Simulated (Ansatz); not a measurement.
A structure relaxed at r2SCAN-D4/def2-SVP in Ansatz, charge 1, doublet:

```xyz
4

Ag   -1.662    2.530    0.744
Ag    0.574   -0.839   -0.254
Cl   -1.469    0.143    0.407
Cl    2.557   -1.833   -0.896
```

Question: Give its formula and point group.

Answer: Ag₂Cl₂⁺. Point group Cs (tolerance 0.1 Å).

Question: Summarise the bond lengths by kind (pairs closer than 1.2 times the sum of covalent radii, bridged metal pairs left out).

Answer: 3 × Ag–Cl 2.31 to 2.42 Å.

In the def2 sets Ag takes a core potential; there is no spin–orbit coupling. No other spin state of charge 1 was run. Another isomer (doublet) lies 0.32 eV lower at PBE0-D4/def2-TZVP; other spin states weren't run for this one.
